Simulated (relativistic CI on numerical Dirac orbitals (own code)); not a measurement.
**Crystal-field levels of Ir7+, 5d2**

Calculated by Dirac-Coulomb-Breit CI, orbitals from a KLI potential per configuration, model QED, valence Slater integrals scaled by 0.7, one configuration in a parametric crystal field (own radial code).

Field parameters in Wybourne normalisation: D4h B²₀ = −7Ds, B⁴₀ = 21(Dq − Dt), B⁴₄ = 21√(5/14) Dq; Oh B⁴₀ = 21Dq, B⁴₄ = √(5/14) B⁴₀; Td as Oh with Dq negative (B⁴₀ = 21Dq, B⁴₄ = √(5/14) B⁴₀). The field is a parameter set, without covalency.

S and J are read from ⟨S²⟩ = S(S + 1) and ⟨J²⟩ = J(J + 1) of each level; they are not fictitious spins.

Td, 10Dq = -13400 cm⁻¹, the lowest 10 levels:

```tsv
E (cm⁻¹)	Degeneracy	Irrep	S	J
0.0	3	T2	0.96	2.42
5483	2	E	0.71	2.28
16739	1	A2	1.00	3.00
17150	1	A1	0.71	2.13
17485	3	T2	0.97	3.19
18574	3	T1	0.99	3.07
22842	2	E	0.57	2.66
26017	3	T2	0.89	2.72
26232	3	T1	0.88	2.82
27173	3	T2	0.62	3.13
```

D4h, 10Dq = 28200, Ds = 1000, Dt = -710 cm⁻¹, the lowest 10 levels:

| E (cm⁻¹) | Degeneracy | Irrep | S | J |
| --- | --- | --- | --- | --- |
| 0.0 | 1 | A1 | 0.95 | 2.45 |
| 1396 | 2 | E | 0.95 | 2.59 |
| 3477 | 1 | B1 | 0.87 | 2.51 |
| 4278 | 1 | B2 | 0.86 | 2.50 |
| 12022 | 2 | E | 0.98 | 3.16 |
| 13300 | 1 | A1 | 0.88 | 3.07 |
| 14223 | 1 | A2 | 1.00 | 3.20 |
| 16151 | 1 | B2 | 0.39 | 3.25 |
| 17215 | 1 | B1 | 0.35 | 2.99 |
| 21163 | 2 | E | 0.30 | 3.20 |

Oh, 10Dq = 39750 cm⁻¹, the lowest 16 levels:

| E (cm⁻¹) | Degeneracy | Irrep | S | J |
| --- | --- | --- | --- | --- |
| 0.0 | 2 | E | 0.94 | 2.48 |
| 628 | 3 | T2 | 0.93 | 2.55 |
| 9357 | 3 | T1 | 1.00 | 3.23 |
| 9829 | 1 | A1 | 0.90 | 3.21 |
| 16885 | 3 | T2 | 0.24 | 3.24 |
| 17707 | 2 | E | 0.21 | 3.09 |
| 32622 | 1 | A1 | 0.36 | 3.02 |
| 42215 | 1 | A2 | 1.00 | 3.00 |
| 43698 | 3 | T2 | 0.97 | 2.89 |
| 45593 | 3 | T1 | 0.96 | 3.29 |
| 46012 | 2 | E | 0.98 | 3.35 |
| 50943 | 1 | A1 | 0.91 | 1.92 |
| 51983 | 3 | T1 | 0.93 | 2.19 |
| 52410 | 3 | T2 | 0.62 | 2.85 |
| 58041 | 2 | E | 0.97 | 2.72 |
| 61344 | 3 | T2 | 0.65 | 2.56 |

D4h, 10Dq = 39500, Ds = 1480, Dt = -490 cm⁻¹, the lowest 10 levels:

| E (cm⁻¹) | Degeneracy | Irrep | S | J |
| --- | --- | --- | --- | --- |
| 0.0 | 1 | A1 | 0.96 | 2.52 |
| 1290 | 2 | E | 0.96 | 2.64 |
| 3891 | 1 | B1 | 0.86 | 2.60 |
| 4596 | 1 | B2 | 0.85 | 2.57 |
| 11853 | 2 | E | 0.98 | 3.17 |
| 13067 | 1 | A1 | 0.89 | 3.13 |
| 14155 | 1 | A2 | 1.00 | 3.23 |
| 15939 | 1 | B2 | 0.36 | 3.24 |
| 16761 | 1 | B1 | 0.34 | 3.02 |
| 21581 | 2 | E | 0.22 | 3.23 |

D4h, 10Dq = 22550, Ds = -790, Dt = 1080 cm⁻¹, the lowest 16 levels:

```tsv
E (cm⁻¹)	Degeneracy	Irrep	S	J
0.0	1	B1	0.96	2.17
1438	1	B2	0.93	2.40
1504	1	A1	0.83	2.41
2288	2	E	0.90	2.36
10868	1	A2	0.99	3.21
14545	2	E	0.87	3.11
14655	1	A1	0.79	2.61
16520	1	A1	0.61	3.11
16564	2	E	0.84	3.22
20478	1	B2	0.71	2.91
20953	1	B1	0.98	3.32
23366	2	E	0.74	3.10
24976	1	B1	0.38	2.72
28572	1	A1	0.92	2.49
29301	1	A2	0.88	3.34
29319	1	B1	0.96	3.48
```

The free-ion ground term has S = 1. Every field shown keeps that spin.

Levels of this model without a field, named by their leading LS term (the scale mimics covalency, so terms lie below those of the real free ion): 3F_2 0, 3F_3 12244, 3P_0 14695, 3F_4 20229, 3P_2 20579, 3P_1 22826, 1G_4 33086, 3P_2 36184 cm⁻¹.
